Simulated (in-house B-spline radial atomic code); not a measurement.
The numbers below are computed, except where a source is named.
C6 from the polarisability at imaginary frequency: O⁴⁺

HSE06 linear response of the closed shell [He] 2s2, from a B-spline radial code for spherical atoms; scalar-relativistic (spin-free one-electron X2C), finite nucleus, no spin-orbit coupling.

The dispersion coefficient of two like species is C6 = (3/π) ∫ α(iu)² du from 0 to ∞.

```tsv
u (hartree)	α(iu) (bohr³)
0	1.208
0.335	0.9864
0.783	0.5647
1.34	0.308
2.24	0.159
3.35	0.09227
5.03	0.0516
7.83	0.02645
11.2	0.01517
16.8	0.00804
28	0.00355
55.9	0.001086
```

Problem. Fit one oscillator, α(iu) = α(0)/(1 + u²/ω²), through u = 1.34 and estimate C6.

Solution. From α(0)/α(iu) − 1 = 1.208/0.308 − 1 = 2.9221, ω = u/√2.9221 = 0.7839 hartree (21.3 eV). London's formula gives C6 = (3/4) α(0)² ω = 0.75 × 1.208² × 0.7839 = 0.8579 hartree·bohr⁶, and the oscillator holds f = α(0) ω² = 0.74 electrons, of a sum of oscillator strengths of 4.0.

Problem. How does that compare with the full integral?

Solution. The program's quadrature over all excitations gives C6 = 0.8302, so the single oscillator is off by +3.3 %. At the last point the fit gives α = 0.000238 against 0.00109: higher excitations, and deeper shells where there are any, keep the true curve higher at large u.
